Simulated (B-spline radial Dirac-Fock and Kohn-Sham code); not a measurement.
**Al: input and output of one calculation**

ΔSCF core binding energies without Breit or QED terms, calculated with an atomic code on a B-spline grid. Keys: rel is the Hamiltonian (dirac, or spin-free x2c and nr, where L3 and M5 stand for the whole 2p and 3d shells), method is hf or an exchange,correlation pair (spin-unpolarised, also for the hole states), nuc the nuclear model, radius_factor scales its radius, rmax is the box in bohr, h the logarithmic mesh step, order the B-spline order, points the quadrature points per cell, c_factor scales the speed of light, and damp, ndamp, maxit and tol steer the iteration. The run stops when the commutator error falls below 10·tol·max(1, Z/10), or the numerical noise floor, and the energy has settled to about 1e-8 Ha; the virial ratio is −V/T.

Input (task.json):

```json
{"items": [{"Z": 13, "q": 0, "cfg": [[1, 0, 2], [2, 0, 2], [2, 1, 6], [3, 0, 2], [3, 1, 1]], "A": 27, "rrms": 3.061, "do": "settings", "holes": ["K", "L3", "M5"],
  "settings": [{"rel": "dirac", "method": "lda,vwn", "nuc": "fermi", "radius_factor": 1.0, "rmax": 45.0, "h": 0.3, "order": 8, "points": 10, "c_factor": 1.0, "maxit": 81, "damp": 0.5, "ndamp": 3, "tol": 1e-08, "cfg": "1s2 2s2 2p6 3s2 3p4"}]}]}
```

Command: `python xray2_run.py task.json out`

Ground-state iterations:

```
iter   energy (Ha)        error
   1     -241.05629630  4.31e-01
   2     -239.89290423  9.20e-02
   3     -240.09517120  1.33e-01
   4     -239.94668234  3.76e-02
   5     -239.33914087  1.86e-01
   6     -239.99088272  1.43e-01
   7     -240.12011967  1.33e-01
   8     -240.00093874  1.45e-01
   9     -239.99943495  1.45e-01
  10     -240.03123187  1.42e-01
  11     -239.95599257  1.48e-01
  12     -240.02257147  1.43e-01
  13     -239.98090407  1.46e-01
  14     -240.03236889  1.42e-01
  15     -239.94038147  2.43e-02
  23     -239.94457002  1.49e-01
  31     -240.05153811  1.41e-01
  39     -239.78389539  1.61e-01
  47     -239.76967833  1.62e-01
  55     -239.82222679  1.58e-01
  63     -239.91788942  1.51e-01
  71     -239.95281876  1.48e-01
  79     -239.96953820  1.47e-01
  81     -239.94119202  2.35e-02
```

The ground state had not converged after 81 iterations, with total energy -239.94119 Ha, virial ratio 2.00530 and highest orbital energy 1.19 eV. Holes are computed only in closed shells, and unreliable hole states are left out.

Q: One setting is unsound. Which, and why?

A: cfg describes an anion whose outer electrons are not bound. With the default settings (Dirac Hartree-Fock): The ground state converged in 10 iterations, with total energy -242.33075 Ha, virial ratio 1.99625 and highest orbital energy -5.70 eV. ΔSCF binding energies: K (1s) 1569.2 eV, L3 (2p3/2) 80.60 eV. Holes are computed only in closed shells, and unreliable hole states are left out.
